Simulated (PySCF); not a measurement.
```xyz
4
charge 0 multiplicity 3, angstrom
V     0.0000    0.0000    0.0000
H     0.0000    0.0000    1.6728
H     1.4486    0.0000   -0.8364
H    -1.4487    0.0000   -0.8364
```

All numbers come from PySCF, UPBE0, basis V def2-TZVP, H def2-TZVP (no relativity, density fitting).

This geometry of VH3 is a stationary point at this level.

Question: What is the point group?

Answer: D3h.

Question: Is it a minimum?

Answer: Yes: all harmonic wavenumbers are real.

Question: List the harmonic modes with their infrared intensities.

Answer: 
```csv
symmetry,ω (cm⁻¹),"IR (km/mol, summed over degenerate members)"
a2'',78,510
e',698,141
e',1710,977
a1',1757,0.0
```

Question: Give the atomic charges and bond orders.

Answer: 
| atom | Mulliken | Löwdin | polar tensor | spin (Mulliken) | Mayer order to V1 |
| --- | --- | --- | --- | --- | --- |
| V1 | 0.52 | 0.40 | 1.21 | 2.44 | – |
| H2,3,4 | -0.17 | -0.13 | -0.40 | -0.15 | 0.95 |

Question: Give the ideal-gas entropy at 298.15 K and 1 bar by parts.

Answer: translation 158.6, rotation 54.5, vibration 19.1, spin 9.1; total 241.3 J/(mol K).

In D3h the vibrations span a2'' + 2e' + a1'. The a1' mode carries no infrared intensity, as symmetry demands.

Only a few start shapes were tried, so a lower isomer may exist. With open d or f shells other occupations or spin states may lie lower.
